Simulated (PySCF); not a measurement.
**How methods differ on the fine-structure interval of Pt³³⁺**

Pt³³⁺ [Kr] 4d9 [4d3/2^4 4d5/2^5, M_J = 5/2] → Pt³³⁺ [Kr] 4d9 [4d3/2^3 4d5/2^6, M_J = 3/2], as a difference of total energies. All numbers are calculated (PySCF 2.14, the two-component X2C-1e Hamiltonian, in an uncontracted even-tempered set (17 s from 3.3 bohr⁻², ratio 2.8; 14 p from 4.3 bohr⁻², ratio 2.8; 9 d from 4.3 bohr⁻², ratio 2.8; 3 f from 20 bohr⁻², ratio 3)). Correlated levels: [Ar] 3d10 frozen; the 92 highest virtual spinors dropped. "Screened" scales the spin-orbit matrix elements by Boettger's factors to mimic the two-electron term; Breit and QED terms are absent.

```
                    method  fine-structure interval (cm⁻¹)
 GHF (screened spin-orbit)                          185100
GMP2 (screened spin-orbit)                          185630
     GHF (bare spin-orbit)                          212620
```
